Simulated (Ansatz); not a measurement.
`CC[O][Ge]([F])([O]CC)[O]CC`, relaxed with RKS PBE0-D4/def2-TZVP in Ansatz from a PBE-D4/def2-SVP geometry. The force threshold is 0.005 eV/Å; the program also tests the step.

The species carries charge 0 and has multiplicity 1.

Start:

```xyz
26

C    -3.872    0.293   -1.160
C    -2.512   -0.312   -1.455
O    -1.842   -0.542   -0.203
Ge   -0.130   -0.985   -0.232
F     0.119   -2.472   -1.116
O     0.331   -1.171    1.465
C     1.685   -1.539    1.774
C     1.895   -1.364    3.266
O     0.888    0.182   -1.115
C     0.930    1.535   -0.635
C     1.919    2.311   -1.484
H    -4.468   -0.388   -0.520
H    -3.764    1.259   -0.628
H    -4.431    0.469   -2.102
H    -2.623   -1.272   -2.010
H    -1.912    0.371   -2.102
H     2.405   -0.907    1.200
H     1.870   -2.596    1.473
H     1.180   -1.993    3.834
H     1.736   -0.308    3.564
H     2.926   -1.660    3.551
H    -0.082    2.000   -0.692
H     1.234    1.561    0.438
H     1.611    2.298   -2.549
H     1.977    3.366   -1.149
H     2.930    1.863   -1.415
```

| step | energy (eV) | largest force (eV/Å) | largest move (Å) |
| --- | --- | --- | --- |
| 1 | -71828.3724 | 0.638 | 0.000 |
| 2 | -71828.4882 | 0.314 | 0.036 |
| 3 | -71828.5042 | 0.045 | 0.018 |
| 4 | -71828.5047 | 0.027 | 0.007 |
| 5 | -71828.5050 | 0.011 | 0.017 |
| 6 | -71828.5051 | 0.008 | 0.012 |
| 7 | -71828.5052 | 0.008 | 0.018 |
| 8 | -71828.5052 | 0.006 | 0.014 |
| 9 | -71828.5053 | 0.006 | 0.021 |
| 10 | -71828.5054 | 0.010 | 0.030 |
| 11 | -71828.5054 | 0.019 | 0.021 |
| 12 | -71828.5054 | 0.007 | 0.007 |
| 13 | -71828.5054 | 0.003 | 0.005 |
| 14 | -71828.5054 | 0.002 | 0.009 |
| 15 | -71828.5054 | 0.002 | 0.009 |
| 16 | -71828.5055 | 0.001 | 0.005 |

End:

```xyz
26

C    -3.860    0.242   -1.135
C    -2.484   -0.296   -1.434
O    -1.794   -0.472   -0.199
Ge   -0.109   -0.912   -0.213
F     0.121   -2.386   -1.075
O     0.341   -1.106    1.458
C     1.665   -1.521    1.785
C     1.834   -1.433    3.280
O     0.907    0.216   -1.088
C     0.972    1.569   -0.649
C     1.912    2.320   -1.557
H    -4.410   -0.450   -0.496
H    -3.794    1.204   -0.623
H    -4.421    0.380   -2.062
H    -2.553   -1.255   -1.960
H    -1.934    0.398   -2.082
H     2.401   -0.884    1.279
H     1.827   -2.549    1.441
H     1.106   -2.072    3.784
H     1.687   -0.407    3.624
H     2.837   -1.756    3.567
H    -0.027    2.024   -0.673
H     1.325    1.615    0.389
H     1.556    2.287   -2.588
H     1.985    3.365   -1.247
H     2.910    1.878   -1.525
```

It took 24 s on 11 threads of an AMD EPYC 7R13 on a shared host and a whole NVIDIA H100 80 GB, with 1.2 GiB of host memory at the peak.
